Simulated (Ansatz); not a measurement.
Species: MgF, net charge 0, doublet state. SMILES: [F][Mg]
Geometry: optimised at B3LYP-D3(BJ)/def2-TZVP (Ansatz, a program for electronic structure).

Wanted: atomisation energy, in kcal/mol. Terms: spin-orbit terms left out; atomisation electronic, to ground-state atoms; open shells spin-unrestricted; six Cartesian d functions in 6-31G* and its kin unless marked 5d; non-relativistic. Ab initio and DFT rows: single points at B3LYP-D3(BJ) geometries (Ansatz). The spin state of an ion or metal species was assumed, not searched.

```
species  coefficient  E at B3LYP/6-31G* (Ansatz), Eh  E at B3LYP/def2-TZVPD (Ansatz), Eh
-------  -----------  ------------------------------  ----------------------------------
[F][Mg]           -1                      -299.95746                          -300.02625
F atom            +1                       -99.71553                           -99.77110
Mg atom           +1                      -200.07935                          -200.09153
```

 1 Eh = 627.5095 kcal/mol.

Task: Work the quantity out at each level.

Result: 
- B3LYP/6-31G*: the sum of coefficient times E is 0.16258 Eh, or 102.02 kcal/mol. Result: 102.0 kcal/mol.
- B3LYP/def2-TZVPD: the sum of coefficient times E is 0.16362 Eh, or 102.67 kcal/mol. Result: 102.7 kcal/mol.
